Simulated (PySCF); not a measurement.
Input file for PySCF: D3(BJ) and D4 dispersion corrections on CH7AlO (a complex), monomers drawn apart or pushed together.

```python
from pyscf import gto
from pyscf.dispersion import dftd3, dftd4

mol = gto.M(
    atom='''
    Al   -0.93399048   -0.20950248    0.66319500
    H    -1.00403283   -1.79703820    0.73833161
    H    -0.19991915    0.49795950   -0.56239399
    H    -2.12697173    0.59237235    1.36059115
    C     0.72579752   -0.04909293    4.06224855
    O     0.95886853    0.19866747    2.65679357
    H     1.67232794   -0.00803225    4.59821171
    H     0.30863786   -1.05028064    4.12357392
    H     0.01513136    0.67350522    4.46173101
    H     1.40041109    1.04562427    2.52065270
    ''',
    basis='def2-svp',
    charge=0, spin=0, verbose=0, max_memory=1800)
d3, d4 = {}, {}
for xc in ['hf', 'pbe', 'blyp', 'revpbe', 'tpss', 'r2scan', 'b3lyp', 'pbe0', 'bhlyp', 'camb3lyp', 'b2plyp']:
    d3[xc] = float(dftd3.DFTD3Dispersion(mol, xc=xc, version='d3bj', atm=False).get_dispersion()['energy'])
    print(f'D3(BJ) {xc:10s} {d3[xc]:14.8f} Eh')
for xc in ['hf', 'pbe', 'blyp', 'revpbe', 'tpss', 'r2scan', 'b3lyp', 'pbe0', 'bhlyp', 'camb3lyp', 'b2plyp']:
    d4[xc] = float(dftd4.DFTD4Dispersion(mol, xc={'camb3lyp': 'cam-b3lyp'}.get(xc, xc), atm=True).get_dispersion()['energy'])
    print(f'D4     {xc:10s} {d4[xc]:14.8f} Eh')
```

Output:

```
D3(BJ) hf            -0.03565287 Eh
D3(BJ) pbe           -0.00451501 Eh
D3(BJ) blyp          -0.00943374 Eh
D3(BJ) revpbe        -0.01128499 Eh
D3(BJ) tpss          -0.00569024 Eh
D3(BJ) r2scan        -0.00134293 Eh
D3(BJ) b3lyp         -0.00771909 Eh
D3(BJ) pbe0          -0.00394246 Eh
D3(BJ) bhlyp         -0.00600260 Eh
D3(BJ) camb3lyp      -0.00361515 Eh
D3(BJ) b2plyp        -0.00360077 Eh
D4     hf            -0.01531599 Eh
D4     pbe           -0.00427569 Eh
D4     blyp          -0.00933354 Eh
D4     revpbe        -0.01377882 Eh
D4     tpss          -0.00575781 Eh
D4     r2scan        -0.00113848 Eh
D4     b3lyp         -0.00678585 Eh
D4     pbe0          -0.00363642 Eh
D4     bhlyp         -0.00496990 Eh
D4     camb3lyp      -0.00367510 Eh
D4     b2plyp        -0.00300587 Eh
```

The run finished.

Cost: roughly 0.020 core-seconds.
